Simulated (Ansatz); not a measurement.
Ansatz results at the PBE0-D4/def2-TZVP geometry: size of the dipole moment (B3LYP/def2-TZVPP) 3.10 D; zero-point energy (PBE0-D4/def2-TZVP) 32.8 kJ/mol; size of the dipole moment (ωB97M-V/def2-TZVPP) 3.12 D.

Which molecule gave them?
A. `[SbH2]`•
B. `[AsH2]`•
C. `C[SiH]N=C=O`•
D. `[O][SnH]([F])[F]`•

D. The others give `C[SiH]N=C=O`•: 2.53, 153.2, 2.49; `[AsH2]`•: 0.20, 32.4, 0.22; `[SbH2]`•: 0.39, 28.5, 0.33.

B3LYP here is the variant with VWN-RPA as its local correlation; programs differ in this.
